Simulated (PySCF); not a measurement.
SMILES B[SiH2][SiH2][Si](C)(C)C, singlet (GFN2-xTB optimised geometry):

```
22

B     -1.711    -3.553     3.251
Si    -0.825    -2.748     1.737
Si    -1.141    -0.424     1.820
Si    -0.325     0.793     0.000
C     -0.905    -0.002    -1.639
C      1.587     0.793     0.000
C     -0.909     2.617     0.000
H     -2.844    -3.849     3.210
H     -1.174    -3.676     4.285
H     -1.287    -3.163     0.397
H      0.635    -2.943     1.629
H     -0.562     0.096     3.073
H     -2.576    -0.139     2.012
H     -1.987     0.028    -1.730
H     -0.489     0.504    -2.505
H     -0.602    -1.044    -1.692
H      1.973    -0.221    -0.047
H      1.981     1.251     0.902
H      1.994     1.338    -0.848
H     -0.566     3.138     0.889
H     -0.539     3.163    -0.864
H     -1.994     2.678    -0.015
```

Level of theory: PySCF with PBE0/def2-SVP.

Question: What are the frontier orbital energies and the dipole moment?

Answer: HOMO-2 -8.51 eV, HOMO-1 -8.23 eV, HOMO -7.54 eV, LUMO -2.46 eV, LUMO+1 0.47 eV; dipole moment 0.89 D.

Meta-Löwdin charges at PBE0/def2-SVP: B1 -0.16, Si2 0.23, Si3 0.09, Si4 0.68, C5 -0.54, C6 -0.54, C7 -0.54, H8 0.03, H9 0.03, H10 -0.08, H11 -0.08, H12 -0.07, H13 -0.07, H14 0.11, H15 0.11, H16 0.11, H17 0.11, H18 0.11, H19 0.11, H20 0.11, H21 0.12, H22 0.11.
